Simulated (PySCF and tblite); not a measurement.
The numbers below are computed, except where a source is named.
C₅H₉BrO, numbered as in [Br:1][CH:2]1[CH2:3][CH2:4][O:5][CH2:6][CH2:7]1.

Search: ETKDG and KDG, MMFF94s, GFN2-xTB, 90 starts; geometries at PBE0-D3(BJ)/def2-SVP. Energies: PBE0-D3(BJ)/def2-TZVP, with GFN2-xTB thermal terms (modes under about 100 cm⁻¹ blended into free rotors). Symmetry numbers and mirror images are counted. Conformers within 4 kcal/mol (GFN2-xTB free energy) were kept, 5 at most. GIAO shieldings: PBE0/pcSseg-1. Shifts are against TMS (¹H), TMS (¹³C) at the same level. Programs: PySCF with density fitting and tblite.

The 6-ring runs over atoms 2–3–4–5–6–7.

```
conformer                                       shape  symmetry  E(GFN2) kcal/mol  E(DFT) kcal/mol
        1  6-ring chair (all substituents equatorial)        Cs              0.00             0.00
        2                    6-ring chair (Br1 axial)        Cs              0.34             0.32
```

(1) How much do the weights at 298.15 K and the averaged shift of H2 depend on how the conformers are weighted?

Spin–orbit effects of the heavy atoms on shieldings are missing.

Results:

(1) 
```tsv
weighting	1 (%)	2 (%)	δ (ppm)	rms dipole (D)
DFT energy with thermal terms, symmetry and mirror images (full scheme)	72	28	3.86	1.61
DFT energy with symmetry and mirror images	63	37	3.93	1.61
bare DFT energy	63	37	3.93	1.61
GFN2-xTB energy with symmetry and mirror images	64	36	3.93	1.61
GFN2-xTB free energy	73	27	3.86	1.61
leading conformer alone	100	0	3.64	1.63
equal weights	50	50	4.04	1.60
```

The largest departure from the full scheme, 0.22 ppm, comes with: leading conformer alone.
